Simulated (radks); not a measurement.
Be I, 4 electrons, occupied as [He] 2s2. All-electron calculation, non-relativistic Kohn-Sham, PBE, spin-unpolarised, spherical densities, point nucleus. Program: a radial shooting solver on a logarithmic mesh with Libxc functionals.

Unscreened Slater integrals over Kohn-Sham orbitals (eV).

| integral | value |
|---|---|
| F0(2s,2s) | 9.5033 |
| F0(2s,1s) | 13.415 |
| G0(2s,1s) | 0.83173 |
| F0(1s,1s) | 61.203 |
